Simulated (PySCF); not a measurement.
Species: C7H12O3.
SMILES with atom numbers: `[CH3:1][CH:2]([CH3:3])[O:4][C@H:5]1[CH2:6][C:7](=[O:8])[CH2:9][O:10]1` (hydrogens: H11, H12, H13 on C1; H14 on C2; H15, H16, H17 on C3; H18 on C5; H19, H20 on C6; H21, H22 on C9)

The same species was optimised twice, with GFN2-xTB and with PBE0-D3(BJ)/def2-SVP (PySCF), and the same property calculations (PySCF, gas phase) were run on both structures.

```csv
coordinate,GFN2-xTB,PBE0-D3(BJ)/def2-SVP,change
C5–C6 (Å),1.532,1.518,-0.014
C2–C3 (Å),1.525,1.515,-0.010
C1–C2 (Å),1.528,1.519,-0.009
O4–C5 (Å),1.391,1.384,-0.007
C9–O10 (Å),1.411,1.405,-0.006
C7–C9 (Å),1.518,1.523,+0.005
C2–O4 (Å),1.427,1.423,-0.004
C6–C7 (Å),1.512,1.516,+0.004
C5–O10 (Å),1.412,1.415,+0.003
C7=O8 (Å),1.198,1.199,+0.001
C1–C2–C3 (°),111.4,112.7,+1.3
C6–C5–O10 (°),105.7,104.8,-0.9
C5–C6–C7 (°),103.1,102.2,-0.9
C7–C9–O10 (°),106.5,105.8,-0.7
C1–C2–O4 (°),111.8,111.1,-0.7
O4–C5–O10 (°),113.5,113.0,-0.5
C6–C7–O8 (°),127.5,127.8,+0.3
C3–C2–O4 (°),106.6,106.9,+0.3
C1–C2–O4–C5 (°),82,90,+8
C2–O4–C5–C6 (°),170,174,+4
```

Rotational constants: A = 2836, B = 774.7, C = 703.2 MHz (GFN2-xTB) against A = 2707, B = 800.4, C = 736.3 MHz (PBE0-D3(BJ)/def2-SVP). Point groups within 0.08 Å: C1 and C1.

On the GFN2-xTB structure: HOMO (eV) -7.29 [PBE0/pcSseg-1]; LUMO (eV) -0.73 [PBE0/pcSseg-1]; dipole (D) 2.71 [PBE0/pcSseg-1]; GIAO shielding of C1 (ppm) 161.4 [PBE0/pcSseg-1]; GIAO shielding of C2 (ppm) 107.6 [PBE0/pcSseg-1]; GIAO shielding of C3 (ppm) 160.6 [PBE0/pcSseg-1]; GIAO shielding of O4 (ppm) 208.0 [PBE0/pcSseg-1]; GIAO shielding of C5 (ppm) 77.7 [PBE0/pcSseg-1]; GIAO shielding of C6 (ppm) 139.2 [PBE0/pcSseg-1]; GIAO shielding of C7 (ppm) -32.8 [PBE0/pcSseg-1]; GIAO shielding of O8 (ppm) -313.9 [PBE0/pcSseg-1].

What do these properties become on the PBE0-D3(BJ)/def2-SVP structure?

```csv
property,level,on GFN2-xTB,on PBE0-D3(BJ)/def2-SVP,change
HOMO (eV),PBE0/pcSseg-1,-7.29,-7.26,+0.03
LUMO (eV),PBE0/pcSseg-1,-0.73,-0.70,+0.03
dipole (D),PBE0/pcSseg-1,2.71,2.77,+0.06
"energy, GFN2-xTB geometry as zero (kcal/mol)",PBE0/pcSseg-1,0.0,-0.6,-0.6
GIAO shielding of C1 (ppm),PBE0/pcSseg-1,161.4,159.9,-1.5
GIAO shielding of C2 (ppm),PBE0/pcSseg-1,107.6,109.0,+1.4
GIAO shielding of C3 (ppm),PBE0/pcSseg-1,160.6,159.1,-1.5
GIAO shielding of O4 (ppm),PBE0/pcSseg-1,208.0,212.5,+4.5
GIAO shielding of C5 (ppm),PBE0/pcSseg-1,77.7,78.6,+0.9
GIAO shielding of C6 (ppm),PBE0/pcSseg-1,139.2,138.4,-0.8
GIAO shielding of C7 (ppm),PBE0/pcSseg-1,-32.8,-33.6,-0.8
GIAO shielding of O8 (ppm),PBE0/pcSseg-1,-313.9,-314.0,-0.1
```

The heavy atoms differ by 0.124 Å rms after alignment. Among bonds between heavy atoms C5–C6 changes most (-0.014 Å). Changes are differences of the printed values. Neither structure is proved a minimum here.
